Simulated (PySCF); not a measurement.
```xyz
4
charge 0 multiplicity 1, angstrom
V    -1.3286    0.0000   -0.5788
O    -2.1819    1.2853   -0.2269
O    -2.1819   -1.2853   -0.2269
I     1.0762    0.0000    0.2877
```

Method: PySCF, PBE, basis V def2-SVP, O def2-SVP, I def2-SVP with ECP28 (scalar-relativistic core potentials, no spin–orbit coupling, density fitting).

This geometry of VO₂I is a stationary point at this level.

(1) What is the point group?

(2) Is it a minimum?

(3) List the harmonic modes with their infrared intensities.

(4) Give the atomic charges and bond orders.

(5) Give the ideal-gas entropy at 298.15 K and 1 bar by parts.

## Answers

(1) Cs.

(2) Yes: all harmonic wavenumbers are real.

(3) 
```json
{"symmetry": "a'", "ω (cm⁻¹)": "141", "IR (km/mol)": "24.0"}
{"symmetry": "a''", "ω (cm⁻¹)": "162", "IR (km/mol)": "0.5"}
{"symmetry": "a'", "ω (cm⁻¹)": "252", "IR (km/mol)": "42.4"}
{"symmetry": "a'", "ω (cm⁻¹)": "425", "IR (km/mol)": "3.7"}
{"symmetry": "a''", "ω (cm⁻¹)": "1070", "IR (km/mol)": "156"}
{"symmetry": "a'", "ω (cm⁻¹)": "1072", "IR (km/mol)": "132"}
```

(4) 
```tsv
atom	Mulliken	Löwdin	polar tensor	Mayer order to V1
V1	0.79	0.21	1.56	–
O2,3	-0.32	-0.09	-0.59	2.20
I4	-0.14	-0.03	-0.38	1.24
```

(5) translation 175.5, rotation 116.1, vibration 33.7, spin 0.0; total 325.3 J/(mol K).

This need not be the most stable arrangement of these atoms.
